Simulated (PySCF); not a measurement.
Si(OH)3(SeH) (H4O3SeSi), SMILES O[Si](O)(O)[SeH]. Atoms are numbered in the order given.

```xyz
9

O     -1.0511     1.5892    -1.0251
Si    -0.7898     0.1669    -0.2318
O     -1.5984     0.2405     1.2001
O     -1.2982    -1.0016    -1.2881
Se     1.3334    -0.2621     0.4388
H     -1.0704     1.5310    -1.9851
H     -2.3467     0.8468     1.2071
H     -1.0619    -1.9043    -1.0530
H      1.7815    -0.5253    -0.9382
```
Charge 0, spin multiplicity 1.

Geometry optimised at PBE0-D3(BJ)/def2-SVP. The values are those of a single conformer.

Two levels are set side by side: PBE/pcSseg-1 (PySCF) and HF/pcSseg-1 (PySCF). GIAO shifts against H2O (¹⁷O), Me2Se (⁷⁷Se), TMS (²⁹Si), TMS (¹H) at the same level; non-relativistic, no solvent, atoms listed together averaged. Differences are taken from unrounded values.

| quantity | HF |
|---|---|
| δ(²⁹Si) of Si2 (ppm) | -31.3 |
| δ(⁷⁷Se) of Se5 (ppm) | -303.0 |
| δ(¹H) of H9 (ppm) | 0.76 |

Question: What does PBE give, and how far is it from HF? (The exact figures need the calculation; the answer reports its results.)

Answer: 
```csv
quantity,PBE,PBE minus HF
δ(²⁹Si) of Si2 (ppm),-22.4,8.9
δ(⁷⁷Se) of Se5 (ppm),-437.9,-134.9
δ(¹H) of H9 (ppm),0.42,-0.33
```

Rough cost on one machine, each run with all the roots and properties that it gave: HF against PBE within a factor of 2.
